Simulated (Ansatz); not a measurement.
`[F][GeH2][SiH2]S` → `[F][GeH2][SH]` + `[SiH2]`  (silylene formation by 1,1-elimination)

Program: Ansatz. Geometries: PBE0-D4/def2-TZVP. ΔE: electronic, gas phase. CCSD(T)/CBS adds triple-zeta CCSD(T) − MP2 to the extrapolated MP2 energy (def2 sets, frozen cores). This one scheme is used for every species. DFT in def2-TZVPP. B3LYP here is the variant with VWN-RPA as its local correlation; programs differ in this. For Ge outer-core shells are correlated without core-valence functions, which leaves a few kJ/mol of doubt a bond. Scalar relativity is left out up to krypton. Each species was taken in one conformer, which may not be the lowest.

`[F][GeH2][SiH2]S`:

```xyz
9

F    -1.093   -1.894   -1.151
Ge   -1.286   -0.310   -0.438
Si    0.906    0.601   -0.171
S     2.054   -0.520    1.239
H    -2.193    0.471   -1.408
H    -2.013   -0.545    0.900
H     0.779    2.031    0.222
H     1.654    0.505   -1.448
H     1.192   -0.338    2.255
```

`[F][GeH2][SH]`:

Z-matrix (Å, degrees):
```
Ge
S 1 2.200
F 1 1.741 2 109.3
H 1 1.532 2 112.0 3 -116.0
H 1 1.530 2 107.9 3 115.4
H 2 1.343 1 94.0 3 77.5
```

`[SiH2]`:

Cartesian coordinates in Å:
```
Si -0.366 -0.602 0.102
H -0.483 0.566 -0.872
H 0.849 0.036 0.769
```

Task: Is it downhill or uphill in electronic energy at CCSD(T)/CBS, and by how much? (Best estimate.)

Result: The calculation gave: Uphill: ΔE = +247.6 kJ/mol.

Task: What do these levels give: r2SCAN-D4, ωB97X-V, r2SCAN, B3LYP, CCSD(T)/def2-TZVPP, CCSD/CBS(def2)? (Estimate.)

Result: Computed: r2SCAN-D4 269.6, ωB97X-V 256.3, r2SCAN 267.5, B3LYP 231.5, CCSD(T)/def2-TZVPP 237.1, CCSD/CBS(def2) 243.0 kJ/mol.

Largest T1 diagnostic among the species: 0.014.

The D4 term adds +13.1 kJ/mol with B3LYP and +7.2 kJ/mol with PBE0; it sums over pairs of atoms, weighted by their polarisabilities, and B3LYP, whose exchange is more repulsive, gets the larger term. From PBE to PBE0 (25 % exact exchange), in def2-TZVPP and without D4, ΔE moves by +6.4 kJ/mol.
